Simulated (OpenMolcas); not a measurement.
**Ni4+: moving or changing the point charges**

Ni4+ among 2 point charges of -1.5 e arranged as a linear pair (D∞h), 2.1 Å from the ion.

```
Program             : OpenMolcas
Method              : CASSCF
Basis               : ANO-RCC-VDZP [5s4p2d1f]
Scalar Hamiltonian  : DKH2, point nucleus
Active space        : 6 electrons in 5 orbitals (3d)
State averaging     : 2S+1 = 5 even, 5 roots; 2S+1 = 3 even, 45 roots; 2S+1 = 1 even, 50 roots
Spin-orbit coupling : state interaction with AMFI integrals over the reference wave functions
```

Runs around this geometry, states (labels by Λ). Energies in cm-1 above the lowest state or level, χT in cm3 K/mol.

| R (Å) | q (e) | Ground state | First state of that spin | First gap with spin-orbit (degeneracies) | χT at 300 K | First state of another spin |
| --- | --- | --- | --- | --- | --- | --- |
| 2.1 | -1.2 | 5Δ | 5Π 3207 | 388.5 (2, 2) | 5.200 | 3Σ 30263 |
| 1.9 | -1.5 | 5Δ | 5Π 5300 | 410.6 (2, 2) | 5.150 | 3Σ 30802 |
| 2.1 | -1.5 | 5Δ | 5Π 4012 | 399.9 (2, 2) | 5.175 | 3Σ 30511 |
| 2.22 | -1.5 | 5Δ | 5Π 3431 | 392.2 (2, 2) | 5.192 | 3Σ 30350 |

Taking the first state of the same spin as R^-n, n = -ln(3431 / 5300) / ln(2.22 / 1.9) = 2.8 between the shortest and longest distance.

Scaling the charges by -1.2 / -1.5 = 0.80 scales the first state of the same spin by 3207 / 4012 = 0.80; with fixed orbitals a first-order splitting would follow the charge.

Without dynamic correlation the repulsion within the d shell is too large (B by tens of per cent), so at a given field states of lower spin stand too high. Point charges give a weaker field than real ligands, and real ions of this kind are often low spin; the high spin found here belongs to the model. The ground term spreads over less than 5000 cm-1, several times less than with real ligands, so orbital moments are less quenched and χT lies further from the spin-only value than at real sites (holds for R = 2.1, q = -1.2). Point charges carry no covalency, so the field is a model and not that of real ligands. No measured value stands beside these numbers.
